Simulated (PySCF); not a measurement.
## Krypton: a sound run and one with changed settings

Sound run: Kr [Kr], Kr⁺ [Ar] 3d10 4s2 4p5. All numbers are calculated (PySCF 2.14, a scalar-relativistic core potential, in aug-cc-pVDZ-PP with ECP10MDF). The sound run starts from symmetry-adapted Hartree-Fock orbitals and uses a fine grid where one is needed.

Changed run: radial step 0.8 in ln r (0.13 in the sound run). This setting is unsound on purpose.

| species | method | sound run (hartree) | changed run (hartree) | converged |
| --- | --- | --- | --- | --- |
| Kr | UHF | -462.18031 | -462.18031 | yes |
| Kr | M06-2X | -463.73949 | -463.90067 | yes |
| Kr | r2SCAN | -463.42915 | -464.93658 | yes |
| Kr⁺ | UHF | -461.69702 | -461.69702 | yes |
| Kr⁺ | M06-2X | -463.22266 | -463.44314 | yes |
| Kr⁺ | r2SCAN | -462.90684 | -464.40199 | yes |

Ionisation energy of Kr:

```tsv
method	sound run (eV)	changed run (eV)
UHF	13.151	13.151
M06-2X	14.064	12.450
r2SCAN	14.213	14.547
```

A coarse radial grid mis-integrates the density and the exchange-correlation energy, with errors of either sign; Hartree-Fock needs no grid.

For comparison, NIST gives 14.000 eV between the lowest levels.
